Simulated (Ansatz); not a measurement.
Reaction (isomerisation): `F[SiH](Cl)[GeH2][Cl]` → `F[Si](Cl)(Cl)[GeH3]`

Gas-phase electronic energies from Ansatz, PBE0-D4/def2-TZVP geometries. CCSD(T)/CBS is the MP2 limit (def2-TZVPP, def2-QZVPP) plus CCSD(T) − MP2 in def2-TZVPP, frozen cores. Functionals use def2-TZVPP. B3LYP here is the variant with VWN-RPA as its local correlation; programs differ in this. For Ge outer-core shells are correlated without core-valence functions, which leaves a few kJ/mol of doubt a bond. Scalar relativity is left out up to krypton. Each species was taken in one conformer, which may not be the lowest.

```tsv
level	ΔE (kJ/mol)	difference from CCSD(T)/CBS
PBE-D4	-39.8	0.1
r2SCAN-D4	-41.5	-1.6
PBE0-D4	-39.0	0.9
B3LYP-D4	-36.0	3.9
ωB97X-V	-37.0	2.9
ωB97M-V	-40.3	-0.4
B2PLYP	-35.1	4.8
PBE	-37.6	2.3
r2SCAN	-41.2	-1.3
PBE0	-37.2	2.7
B3LYP	-32.3	7.6
HF/def2-TZVPP	-23.4	16.5
MP2/def2-TZVPP	-39.6	0.3
SCS-MP2/def2-TZVPP	-34.5	5.4
CCSD/def2-TZVPP	-35.3	4.6
CCSD(T)/def2-TZVPP	-37.1	2.8
HF/def2-QZVPP	-23.5	16.4
MP2/def2-QZVPP	-41.2	-1.3
SCS-MP2/def2-QZVPP	-35.9	4.0
HF/CBS(def2)	-23.5	16.4
MP2/CBS(def2)	-42.4	-2.5
CCSD/CBS(def2)	-38.1	1.8
CCSD(T)/CBS	-39.9	0
```

Largest T1 diagnostic among the species: 0.011.

The D4 term adds −3.7 kJ/mol with B3LYP and −1.8 kJ/mol with PBE0; it sums over pairs of atoms, weighted by their polarisabilities, and B3LYP, whose exchange is more repulsive, gets the larger term. In def2-TZVPP, CCSD(T) changes the Hartree–Fock value by −13.7 kJ/mol (the triples alone add −1.8 kJ/mol) and MP2 by −16.2 kJ/mol.

CCSD(T)/CBS has its own doubt, a few kJ/mol and more with outer-core shells, so smaller differences from it don't rank the levels.
